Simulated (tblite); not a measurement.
C₅H₁₃BSSi.
SMILES with atom numbers: `[CH3:1][BH:2][C:3]1([CH2:4][S:5][SiH3:6])[CH2:7][CH2:8]1` (hydrogens: H9, H10, H11 on C1; H12 on B2; H13, H14 on C4; H15, H16, H17 on Si6; H18, H19 on C7; H20, H21 on C8)

Computed with GFN2-xTB (tblite), gas phase: L-BFGS steps from a force-field or distance-geometry start until the largest atomic force falls under 0.01 eV/Å.

Step 38: E = -640.3471 eV
```
atom  x, y, z in Å  |  force x, y, z in eV/Å
C1     -2.0194    1.2300    1.2780    0.026   0.027   0.025
B2     -1.6911    0.8542   -0.2138   -0.025   0.004   0.047
C3     -0.6782   -0.2862   -0.5628   -0.025  -0.033   0.055
C4      0.6247   -0.3515    0.2011    0.019   0.040   0.039
S5      1.7384    1.0176   -0.3554   -0.078  -0.101   0.035
Si6     3.5173    0.5688    0.7393    0.010   0.017  -0.026
C7     -1.3065   -1.6459   -0.8554   -0.013   0.039   0.009
C8     -0.6529   -0.8760   -1.9501    0.051   0.025   0.002
H9     -3.0975    1.2579    1.4448    0.064  -0.045  -0.016
H10    -1.6714    2.2345    1.5185    0.043   0.013  -0.078
H11    -1.5775    0.5580    2.0101   -0.056   0.000   0.034
H12    -2.2713    1.3857   -1.0822   -0.062  -0.015   0.005
H13     0.4592   -0.2178    1.2733    0.073  -0.026  -0.098
H14     1.1474   -1.2959    0.0218   -0.008   0.128   0.026
H15     4.4653    1.5657    0.2781   -0.012  -0.003   0.004
H16     3.2357    0.6820    2.1674   -0.007  -0.034   0.003
H17     3.9351   -0.7917    0.4080   -0.024   0.006   0.027
H18    -0.7972   -2.5097   -0.4458   -0.089   0.028  -0.088
H19    -2.3854   -1.7251   -0.8449    0.089   0.007   0.008
H20    -1.2771   -0.4122   -2.6982   -0.017  -0.044  -0.002
H21     0.2932   -1.2254   -2.3325    0.040  -0.034  -0.012
```

Step 39: E = -640.3501 eV
```
atom  x, y, z in Å  |  force x, y, z in eV/Å
C1     -2.0154    1.2326    1.2775    0.028   0.024   0.024
B2     -1.7014    0.8461   -0.2147    0.005   0.011   0.050
C3     -0.6792   -0.2854   -0.5633    0.016  -0.011   0.035
C4      0.6266   -0.3409    0.1966    0.026   0.037   0.035
S5      1.7376    1.0305   -0.3603   -0.076  -0.108   0.061
Si6     3.5077    0.5638    0.7429    0.034   0.015  -0.018
C7     -1.2972   -1.6481   -0.8530   -0.022   0.004  -0.016
C8     -0.6559   -0.8748   -1.9524    0.063   0.059   0.018
H9     -3.0913    1.2625    1.4564    0.060  -0.003  -0.019
H10    -1.6553    2.2371    1.5021    0.004   0.002  -0.069
H11    -1.5704    0.5665    2.0130   -0.034  -0.009   0.019
H12    -2.2878    1.3683   -1.0853   -0.070  -0.021   0.028
H13     0.4623   -0.2097    1.2699    0.079  -0.026  -0.117
H14     1.1575   -1.2803    0.0141   -0.034   0.118   0.036
H15     4.4694    1.5543    0.2914   -0.035  -0.027   0.016
H16     3.2191    0.6686    2.1722   -0.003  -0.028  -0.034
H17     3.9134   -0.8021    0.4097   -0.031   0.042   0.029
H18    -0.7809   -2.5090   -0.4485   -0.057   0.008  -0.072
H19    -2.3740   -1.7378   -0.8326    0.044   0.017  -0.012
H20    -1.2856   -0.4098   -2.6957   -0.016  -0.068   0.006
H21     0.2918   -1.2150   -2.3406    0.020  -0.037   0.001
```

Step 40: E = -640.3525 eV
```
atom  x, y, z in Å  |  force x, y, z in eV/Å
C1     -2.0131    1.2337    1.2771    0.037  -0.003   0.019
B2     -1.7069    0.8402   -0.2139    0.031   0.010   0.030
C3     -0.6792   -0.2865   -0.5613    0.050   0.042   0.013
C4      0.6279   -0.3355    0.1959    0.021   0.023   0.011
S5      1.7353    1.0345   -0.3621   -0.055  -0.057   0.050
Si6     3.5023    0.5623    0.7434    0.027  -0.004   0.006
C7     -1.2934   -1.6472   -0.8522   -0.015  -0.020  -0.042
C8     -0.6560   -0.8735   -1.9524    0.065   0.081   0.028
H9     -3.0864    1.2634    1.4621    0.018   0.036  -0.016
H10    -1.6456    2.2374    1.4899   -0.014   0.019  -0.048
H11    -1.5686    0.5710    2.0157   -0.003  -0.016   0.017
H12    -2.2958    1.3562   -1.0869   -0.076  -0.022   0.044
H13     0.4667   -0.2065    1.2682    0.061  -0.015  -0.067
H14     1.1642   -1.2699    0.0123   -0.035   0.059   0.029
H15     4.4693    1.5489    0.2969   -0.029  -0.018   0.012
H16     3.2101    0.6614    2.1735    0.001  -0.022  -0.052
H17     3.9013   -0.8060    0.4103   -0.027   0.048   0.026
H18    -0.7785   -2.5084   -0.4540    0.011  -0.060  -0.029
H19    -2.3670   -1.7401   -0.8263   -0.060   0.022  -0.029
H20    -1.2866   -0.4066   -2.6928   -0.030  -0.063  -0.012
H21     0.2910   -1.2118   -2.3438    0.025  -0.039   0.009
```

Question: Estimate the geometry and energy of step 41. (The exact step hangs on the optimiser's Hessian estimate; all steps are aligned on step 40, rigid shifts and turns removed.)

Answer: E = -640.3541 eV, largest force 0.105 eV/Å
```
atom  x, y, z in Å  |  force x, y, z in eV/Å
C1     -2.0086    1.2370    1.2780    0.020  -0.001   0.004
B2     -1.7149    0.8367   -0.2139    0.029   0.004   0.013
C3     -0.6807   -0.2838   -0.5632    0.036   0.032  -0.025
C4      0.6290   -0.3243    0.1895   -0.006   0.001  -0.005
S5      1.7337    1.0433   -0.3637    0.011   0.005   0.040
Si6     3.4960    0.5572    0.7475    0.011   0.004   0.000
C7     -1.2840   -1.6508   -0.8509   -0.006  -0.021  -0.045
C8     -0.6574   -0.8708   -1.9547    0.032   0.050   0.021
H9     -3.0805    1.2692    1.4714    0.022   0.061  -0.017
H10    -1.6338    2.2413    1.4773   -0.034   0.003  -0.030
H11    -1.5624    0.5777    2.0185    0.016  -0.012   0.006
H12    -2.3145    1.3453   -1.0863   -0.055  -0.042   0.079
H13     0.4701   -0.1996    1.2605    0.039  -0.003   0.007
H14     1.1691   -1.2539    0.0046   -0.020  -0.011   0.015
H15     4.4737    1.5378    0.3102   -0.040  -0.025   0.013
H16     3.1977    0.6483    2.1773    0.000  -0.012  -0.057
H17     3.8836   -0.8145    0.4145   -0.023   0.049   0.016
H18    -0.7597   -2.5084   -0.4549    0.006  -0.029  -0.037
H19    -2.3572   -1.7557   -0.8172   -0.032   0.037  -0.046
H20    -1.2991   -0.4126   -2.6931    0.010  -0.073   0.019
H21     0.2911   -1.2026   -2.3516   -0.017  -0.020   0.028
```

The energy changes by -0.0016 eV. The first-order estimate −F·Δx gives -0.0028 eV and the mean of the old and new forces, exact on a quadratic surface, -0.0016 eV. The step makes an angle of 82° with the force vector and moves no atom by more than 0.022 Å.

The cost below is that of the whole relaxation. The run took 2.4 s of wall time on one thread, Arm Neoverse N1 (aarch64), no GPU, shared host with 64 logical CPUs at a one-minute load of 61.
